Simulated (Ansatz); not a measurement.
A search over several starts for the lowest SCF solution of NbO3H at the given spin, in a small basis.

```yaml
crystal:
  periodic: [false, false, false]
  atoms:
    - {symbol: Nb, position_ang: [0.667548, -0.297921, 0.052123]}
    - {symbol: O, position_ang: [0.450854, -0.567260, 1.741594]}
    - {symbol: O, position_ang: [0.545348, -1.813409, -0.764280]}
    - {symbol: O, position_ang: [-0.490853, 1.054199, -0.696035]}
    - {symbol: H, position_ang: [-1.172887, 1.624401, -0.333402]}
basis:
  gaussian: {orbitals: def2-SVP, initial_orbitals: start.molden}
hamiltonian: {xc: pbe0, dispersion: d4}
output: {orbitals: {seedname: orbitals}}
```

The file start.molden holds the orbitals of an earlier run on this structure, at another level or in another basis.

```sh
$ ansatz run in.yaml --threads 2 --pin off --events-out ev --progress --plain --max-ram 4352MiB
```

Output, abridged:

```
Functional definition: PBE0
809 factors; their error is unknown
mean field evaluation 1: about -7636.4270 eV, gradient 1.4e2 eV
mean field evaluation 2: about -7664.8371 eV, gradient 3.7e1 eV
mean field evaluation 4: about -7689.7162 eV, gradient 6.1e1 eV
mean field evaluation 8: about -7699.1198 eV, gradient 1.4e-1 eV
mean field evaluation 16: about -7696.9972 eV, gradient 3.4e1 eV
mean field -7699.11987891 eV, -282.9374368990 hartree, gradient 1.3e-5 eV, S^2 0.000000; 1 other end points of the search recorded, 0 dependent functions left out
reference -7699.11992513 eV, -282.9374385975 hartree; 19, 19 occupied and 59, 59 virtual orbitals, 809 factors
Total energy: -7699.20647480 eV, -282.9406192394 hartree
```

Hardware: 2 threads of Arm Neoverse V2 on a shared host. Wall time 1.5 s.

In the def2 sets Nb takes a core potential; there is no spin–orbit coupling. The structure comes from a short search, and lower isomers may exist.
